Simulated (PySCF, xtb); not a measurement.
Al(All)(Cl)(OH) (C3H6AlClO), SMILES C=C[CH2][Al]([Cl])[OH].

GFN2-xTB (xtb) at its own geometry gives an orbital gap of 3.51 eV and a dipole moment of 2.45 D.

Geometry: B3LYP-D3(BJ)/def2-SVP. One conformer was computed; it need not be the lowest.

Q: What does ωB97X/def2-TZVP (PySCF) give? (The exact figures need the calculation; the answer reports its results.)

A: gap 10.59 eV (levels -9.29 and 1.31 eV), dipole 0.67 D.
